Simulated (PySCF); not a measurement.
Isomers of C2H8FPSi2, one GFN2-xTB conformer each. Single-point energies are computed at PBE0/pcSseg-1 (PySCF, gas phase, no added dispersion term), electronic only.

```
                SMILES  GFN2-xTB relative energy (kJ/mol)
   C=C[SiH2][Si@H](F)P                               52.5
 F/C(=C/[SiH3])[SiH2]P                              176.9
 F/C([SiH3])=C\[SiH2]P                              173.4
 F/C(=C\[SiH3])[SiH2]P                              172.1
     C=C[SiH2]P[SiH2]F                                0.0
F[Si@@H](P)/C=C/[SiH3]                               31.0
 F/C([SiH3])=C/[SiH2]P                              178.1
```

Conformers: `[CH2:1]=[CH:2][SiH2:3][Si@H:4]([F:5])[PH2:6]` with C1–C2–Si3–Si4 7°, C2–Si3–Si4–F5 -56°, Si3–Si4–P6–H 41° and -52°; `[F:1]/[C:2](=[CH:3]/[SiH3:4])[SiH2:5][PH2:6]` with F1–C2–Si5–P6 108°, C2–Si5–P6–H -74° and -167°; `[F:1]/[C:2]([SiH3:3])=[CH:4]\[SiH2:5][PH2:6]` with C2–C4–Si5–P6 84°, C4–Si5–P6–H -169° and -76°; `[F:1]/[C:2](=[CH:3]\[SiH3:4])[SiH2:5][PH2:6]` with F1–C2–Si5–P6 -175°, C2–Si5–P6–H 76° and 169°; `[CH2:1]=[CH:2][SiH2:3][PH:4][SiH2:5][F:6]` with C1–C2–Si3–P4 -141°, C2–Si3–P4–Si5 167°, Si3–P4–Si5–F6 -173°; `[F:1][Si@@H:2]([PH2:3])/[CH:4]=[CH:5]/[SiH3:6]` with F1–Si2–P3–H 85° and 177°, F1–Si2–C4–C5 178°; `[F:1]/[C:2]([SiH3:3])=[CH:4]/[SiH2:5][PH2:6]` with C2–C4–Si5–P6 77°, C4–Si5–P6–H -74° and -167°.

Q: What does PBE0/pcSseg-1 give for the same structures?

A: 
```json
{"SMILES": "C=C[SiH2]P[SiH2]F", "PBE0/pcSseg-1 E (Eh)": "-1100.62266", "PBE0/pcSseg-1 (kJ/mol)": "0.0", "GFN2-xTB (kJ/mol)": "0.0", "point group": "C1"}
{"SMILES": "F[Si@@H](P)/C=C/[SiH3]", "PBE0/pcSseg-1 E (Eh)": "-1100.61325", "PBE0/pcSseg-1 (kJ/mol)": "24.7", "GFN2-xTB (kJ/mol)": "31.0", "point group": "C1"}
{"SMILES": "C=C[SiH2][Si@H](F)P", "PBE0/pcSseg-1 E (Eh)": "-1100.61177", "PBE0/pcSseg-1 (kJ/mol)": "28.6", "GFN2-xTB (kJ/mol)": "52.5", "point group": "C1"}
{"SMILES": "F/C([SiH3])=C\\[SiH2]P", "PBE0/pcSseg-1 E (Eh)": "-1100.55072", "PBE0/pcSseg-1 (kJ/mol)": "188.9", "GFN2-xTB (kJ/mol)": "173.4", "point group": "C1"}
{"SMILES": "F/C(=C\\[SiH3])[SiH2]P", "PBE0/pcSseg-1 E (Eh)": "-1100.54902", "PBE0/pcSseg-1 (kJ/mol)": "193.4", "GFN2-xTB (kJ/mol)": "172.1", "point group": "–"}
{"SMILES": "F/C([SiH3])=C/[SiH2]P", "PBE0/pcSseg-1 E (Eh)": "-1100.54670", "PBE0/pcSseg-1 (kJ/mol)": "199.4", "GFN2-xTB (kJ/mol)": "178.1", "point group": "C1"}
{"SMILES": "F/C(=C/[SiH3])[SiH2]P", "PBE0/pcSseg-1 E (Eh)": "-1100.54498", "PBE0/pcSseg-1 (kJ/mol)": "204.0", "GFN2-xTB (kJ/mol)": "176.9", "point group": "C1"}
```

Both levels put the same isomer lowest; measured from each level's own lowest isomer, the values differ by up to 27.1 kJ/mol (F/C(=C/[SiH3])[SiH2]P: 176.9 against 204.0). As drawn, the lowest has an Si–F bond, which the highest lacks. Neighbours under 10 kJ/mol apart (F[Si@@H](P)/C=C/[SiH3] and C=C[SiH2][Si@H](F)P; F/C([SiH3])=C\[SiH2]P and F/C(=C\[SiH3])[SiH2]P; F/C(=C\[SiH3])[SiH2]P and F/C([SiH3])=C/[SiH2]P; F/C([SiH3])=C/[SiH2]P and F/C(=C/[SiH3])[SiH2]P) can change places with a better method, another conformer or zero-point energy. F/C([SiH3])=C\[SiH2]P and F/C([SiH3])=C/[SiH2]P are stereoisomers, 10.5 kJ/mol apart in the conformers taken. F/C(=C\[SiH3])[SiH2]P and F/C(=C/[SiH3])[SiH2]P are stereoisomers, 10.6 kJ/mol apart in the conformers taken.

Q: Which frontier levels, dipoles and rotational constants go with these structures?

A: 
```json
{"SMILES": "C=C[SiH2]P[SiH2]F", "HOMO (eV, PBE0/pcSseg-1)": "-7.58", "LUMO (eV)": "-0.79", "dipole (D)": "2.89", "A, B, C (MHz)": "6512, 663.8, 631.9"}
{"SMILES": "F[Si@@H](P)/C=C/[SiH3]", "HOMO (eV, PBE0/pcSseg-1)": "-7.50", "LUMO (eV)": "-1.24", "dipole (D)": "2.44", "A, B, C (MHz)": "3112, 724.1, 618.2"}
{"SMILES": "C=C[SiH2][Si@H](F)P", "HOMO (eV, PBE0/pcSseg-1)": "-7.51", "LUMO (eV)": "-0.79", "dipole (D)": "2.20", "A, B, C (MHz)": "3502, 916.5, 770.1"}
{"SMILES": "F/C([SiH3])=C\\[SiH2]P", "HOMO (eV, PBE0/pcSseg-1)": "-7.37", "LUMO (eV)": "-0.94", "dipole (D)": "1.29", "A, B, C (MHz)": "3804, 738.7, 718.6"}
{"SMILES": "F/C(=C\\[SiH3])[SiH2]P", "HOMO (eV, PBE0/pcSseg-1)": "-7.75", "LUMO (eV)": "-0.76", "dipole (D)": "1.42", "A, B, C (MHz)": "2953, 870.9, 687.0"}
{"SMILES": "F/C([SiH3])=C/[SiH2]P", "HOMO (eV, PBE0/pcSseg-1)": "-7.45", "LUMO (eV)": "-1.02", "dipole (D)": "1.82", "A, B, C (MHz)": "2643, 914.3, 799.5"}
{"SMILES": "F/C(=C/[SiH3])[SiH2]P", "HOMO (eV, PBE0/pcSseg-1)": "-7.57", "LUMO (eV)": "-1.03", "dipole (D)": "0.97", "A, B, C (MHz)": "1885, 1234, 860.7"}
```

Q: As an exercise, what shares would exp(−E/RT) give at 2000 K from these electronic energies alone (no entropy, no degeneracies)?

A: RT = 16.629 kJ/mol: C=C[SiH2]P[SiH2]F 71.2 %, F[Si@@H](P)/C=C/[SiH3] 16.1 %, C=C[SiH2][Si@H](F)P 12.7 %, F/C([SiH3])=C\[SiH2]P under 0.1 %, F/C(=C\[SiH3])[SiH2]P under 0.1 %, F/C([SiH3])=C/[SiH2]P under 0.1 %, F/C(=C/[SiH3])[SiH2]P under 0.1 %.
